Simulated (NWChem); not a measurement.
PbH2O, singlet; SMILES [OH][PbH]

All runs: NWChem. Low-valent species are run as closed-shell singlets; no triplet was tried in these runs. All runs use the structure optimised with PBE-D3(BJ)/def2-SVP. def2 effective core potentials on Pb; no spin-orbit coupling. Level M06-2X/def2-SVP: energy and gradient on several grids; changes count from the extra-fine grid, which is no exact limit either.

| grid | size of the energy change (μHa) | largest change of a gradient component (μHa/bohr) |
|---|---|---|
| xcoarse | 6000 | 2000 |
| coarse | 200 | 200 |
| medium | 10 | 100 |
| fine | < 10 | 80 |
| xfine | < 10 | < 30 |
